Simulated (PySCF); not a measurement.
Compound: C2H5F3P2Si.
Geometry (PBE0-D3(BJ)/def2-SVP, Å), atoms numbered from 1 in this order:
```
atom  x, y, z in Å
F1     3.8480   -1.1307    0.6961
C2     3.0136   -0.2230    0.1803
F3     3.4662    0.0942   -1.0361
F4     3.1010    0.8718    0.9363
P5     1.2762   -0.9919    0.0262
P6     0.2155    0.4776    0.9372
C7    -1.4969   -0.1931    0.7293
Si8   -2.2920    0.4272   -0.8814
H9    -2.1005    0.1780    1.5745
H10   -1.5380   -1.2947    0.7359
H11   -2.1234    1.9072   -0.9897
H12   -3.7483    0.0924   -0.8819
H13   -1.6160   -0.2323   -2.0367
```

Linear response at CAM-B3LYP/def2-SVPD (PySCF, frozen core in the response, non-relativistic).

Static isotropic polarisability: 108.47 au (16.07 Å³), principal values 85.0, 95.0, 145.4 au.

**Question.** What is the polarisability at 1064 nm and at the sodium D line?

**Answer.** 110.02 au at 1064 nm (+1.4 %), 114.00 au at 589.3 nm (+5.1 %). The rise at 589.3 nm is 3.57 times that at 1064 nm; a pure ω² law gives 3.26. The lowest singlet lies at 376 nm, shorter than both wavelengths.

**Question.** What is the isotropic C6 coefficient between two such molecules, C6 = (3/π)∫α(iω)² dω?

**Answer.** 4044 au (Eh·bohr⁶) by a ten-point quadrature over imaginary frequencies, which is 2420 eV·Å⁶ or 233 J·nm⁶/mol.

**Question.** Which effective excitation energy ω̄ makes London's formula C6 = (3/4)α²ω̄ exact here?

**Answer.** ω̄ = 4·C6/(3α²) = 0.458 Eh = 12.5 eV. A one-pole form α(ω) = α/(1 − ω²/ω̄²) fitted to the 1064 nm value gives 9.8 eV. London's choice of the ionisation energy (9.55 eV, ΔSCF at the same level) gives C6 = 3100 au, 23 % too low.

**Question.** What three-body coefficient follows from the one-pole estimate C9 = (3/4)·α·C6?

**Answer.** 329000 au. This is an estimate from the two numbers above, not a computed integral.

**Question.** What n − 1 at the D line would an ideal gas of it have at 273.15 K and 1 atm (2.6868 × 10¹⁹ cm⁻³), by n − 1 = 2π·N·α′?

**Answer.** 28.52 × 10⁻⁴, a formal value whether or not that pressure can be reached.

**Question.** How many electrons N does the Slater–Kirkwood formula C6 = (3/4)·√N·α^(3/2) need to give this C6?

**Answer.** N = (4·C6/3)²/α³ = 22.8; the species has 88 electrons in all.

**Question.** What molar refraction at the D line follows from R = (4π/3)·N_A·α′, with α′ the polarisability volume?

**Answer.** α′ = 16.89 Å³ gives R = 42.62 cm³/mol, for isolated, non-vibrating species.

**Question.** The lowest 10 singlets have (eV, f): 3.29, 0.000; 4.24, 0.134; 5.36, 0.004; 5.46, 0.004; 5.87, 0.001; 6.54, 0.224; 6.71, 0.053; 6.75, 0.066; 7.26, 0.002; 7.39, 0.047. What share of the static polarisability do they carry in the sum over states α = Σ f/ω²?

**Answer.** 12.24 au, 11.3 % of α; the largest term, 5.54 au, is that of the state at 4.24 eV. Their oscillator strengths add up to 0.53. Higher states carry the rest.

The run took 4.1 min (with the writing of density and orbital grids) on one thread, Intel Xeon Platinum 8488C (x86_64), on a shared host, and the process peaked at 1.1 GiB of memory. This is the whole response run at CAM-B3LYP/def2-SVPD, SCF included.

One conformer stands for the species.
